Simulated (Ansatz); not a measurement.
The cluster Au3⁺, relaxed as a singlet with RKS PBE0-D4/def2-TZVP in Ansatz, starting from the GFN2-xTB geometry. Force threshold 0.02 eV/Å.

In the def2 sets Au takes a core potential; there is no spin–orbit coupling. The structure comes from a short search, and lower isomers may exist.

Start:

```xyz
3

Au   -0.0032   -1.3229    0.7890
Au   -1.2294    0.3981   -0.8397
Au    1.2326    0.9248    0.0507
```

```json
{"step": "1", "energy (eV)": "-11074.1378", "largest force component (eV/Å)": "0.324", "SCF passes": "18"}
{"step": "2", "energy (eV)": "-11074.1405", "largest force component (eV/Å)": "0.288", "SCF passes": "23"}
{"step": "3", "energy (eV)": "-11074.1461", "largest force component (eV/Å)": "0.002", "SCF passes": "24"}
```

Force components are those of the run's own axes.

End:

| atom | x (Å) | y (Å) | z (Å) |
| --- | --- | --- | --- |
| Au1 | -0.003 | -1.309 | 0.781 |
| Au2 | -1.216 | 0.394 | -0.831 |
| Au3 | 1.218 | 0.915 | 0.050 |

By distances, no bond broke or formed. The bond that changes most is Au2–Au3, from 2.67 to 2.64 Å (atoms count from 1).

No frequencies were taken in this run, so the end may be a saddle point.

It took 6 s on 4 threads of Arm Neoverse V1 on a shared host.
